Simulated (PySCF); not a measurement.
This PySCF input asks for the NMR shieldings of SMILES C=[C](OCC)[AlH][F], C$_{4}$H$_{8}$AlFO; the geometry comes from GFN2-xTB.

```python
import basis_set_exchange as bse
import numpy as np
from pyscf import gto, dft
from pyscf.prop import nmr

atoms = """
C    -1.843811   -1.142832    1.132200
C    -0.927195   -0.576161    0.335573
O     0.147277   -1.306507   -0.090840
C     1.055532   -0.583766   -0.884380
C     1.924559    0.355739   -0.059299
Al   -1.290599    1.321178   -0.151294
F    -2.676100    1.993493    0.431616
H    -2.701805   -0.565758    1.444097
H    -1.779685   -2.163833    1.474960
H     1.672064   -1.331588   -1.389720
H     0.497694   -0.004555   -1.641559
H     1.298064    1.120892    0.411045
H     2.657438    0.843780   -0.695095
H     2.437933   -0.198309    0.722463
H    -0.475777    2.246215   -1.061680
"""
names = dict.fromkeys(["C", "O", "Al", "F", "H"], "pcSseg-1")
basis = {el: gto.basis.parse(bse.get_basis(n, elements=[el], fmt="nwchem")) for el, n in names.items()}
mol = gto.M(atom=atoms, basis=basis, charge=0, verbose=0)
mf = dft.RKS(mol, xc="PBE0")
mf.grids.level = 2
mf.grids.alignment = dft.numint.BLKSIZE   # the property module wants whole blocks of grid points
mf.conv_tol = 1e-9
mf.kernel()

calc = nmr.RKS(mf)   # GIAO
C = mf.mo_coeff
Co = C[:, mf.mo_occ > 0]
resp = mf.gen_response(singlet=True, hermi=2)
def vind(x):   # induced exchange potential for any number of trial vectors
    d = np.einsum("pi,xij,qj->xpq", C, 2 * x.reshape(-1, C.shape[1], Co.shape[1]), Co, optimize=True)
    return np.einsum("xpq,pi,qj->xij", resp(d - d.transpose(0, 2, 1)), C, Co, optimize=True).ravel()
mo1, _ = nmr.rhf.solve_mo1(calc, with_cphf=vind)
sigma = calc.kernel(mo1)
for i, s in enumerate(sigma):   # ppm
    w = np.linalg.eigvalsh((s + s.T) / 2)
    print("%2d %-2s iso %8.1f  s11 %8.1f  s22 %8.1f  s33 %8.1f" % (i, mol.atom_pure_symbol(i), w.mean(), *w))
```

Task: Give the expected output.

Result: 
```
 0 C  iso     70.2  s11    -46.5  s22     99.3  s33    157.9
 1 C  iso     10.5  s11    -85.3  s22     20.0  s33     97.0
 2 O  iso    182.3  s11     70.5  s22    223.8  s33    252.5
 3 C  iso    117.2  s11     87.9  s22     96.7  s33    167.2
 4 C  iso    169.3  s11    152.7  s22    174.2  s33    180.9
 5 Al iso    399.6  s11    340.9  s22    374.6  s33    483.4
 6 F  iso    324.4  s11    207.5  s22    382.2  s33    383.6
 7 H  iso     26.5  s11     24.1  s22     24.8  s33     30.5
 8 H  iso     26.1  s11     22.9  s22     24.8  s33     30.7
 9 H  iso     27.3  s11     22.7  s22     27.1  s33     32.3
10 H  iso     27.6  s11     24.6  s22     27.2  s33     31.0
11 H  iso     30.1  s11     25.7  s22     30.3  s33     34.3
12 H  iso     30.9  s11     27.3  s22     27.5  s33     37.9
13 H  iso     30.3  s11     26.8  s22     28.0  s33     36.2
14 H  iso     26.9  s11     22.5  s22     26.2  s33     31.9
```

These numbers come from an equivalent density-fitted implementation of the same equations, which agrees with the script to about 0.01 ppm for H and up to a few tenths of a ppm for heavy atoms, so last digits may differ.

Size and cost of the density-fitted run: 166 basis functions, 43 s wall time on 1 thread of an Intel Xeon, shared host; peak memory 0.75 GiB.
